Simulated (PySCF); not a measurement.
Al(Me)2(F) (C₂H₆AlF), SMILES [CH3][Al]([F])[CH3].

The structure is a stationary point at B3LYP-D3(BJ)/def2-SVP. The isomer is the one that the SMILES or the coordinates give; other isomers of the formula were not compared.

These are B3LYP-D3(BJ)/def2-SVP (PySCF) values and carry that method's errors.

Frequencies are harmonic and unscaled.

```tsv
mode	ν (cm⁻¹)	IR (km/mol)	moving atoms (share of kinetic energy)
1	4	0.1	H 95 %
2	17	0.1	H 98 %
3	166	1.6	C 40 %, H 37 %, Al 14 %, F 10 %
4	205	18.3	Al 50 %, H 27 %, F 14 %, C 9 %
5	220	21.3	F 44 %, C 21 %, H 18 %, Al 17 %
6	537	0.0	C 52 %, H 39 %
7	563	0.0	H 67 %, C 29 %
8	634	3.7	H 70 %, C 26 %
9	691	103.5	H 66 %, C 20 %, Al 13 %
10	709	16.6	H 64 %, C 21 %, F 14 %
11	723	142.0	Al 45 %, C 30 %, H 24 %
12	871	163.3	Al 48 %, F 40 %, H 8 %
13	1218	13.1	H 80 %, C 20 %
14	1219	37.9	H 78 %, C 22 %
15	1425	1.3	H 95 %
16	1426	1.0	H 96 %
17	1429	1.0	H 95 %
18	1430	2.0	H 95 %
19	3015	5.4	H 97 %
20	3016	0.6	H 97 %
21	3095	11.6	H 91 %, C 9 %
22	3095	1.0	H 91 %, C 9 %
23	3117	3.7	H 91 %, C 9 %
24	3118	11.6	H 91 %, C 9 %
```
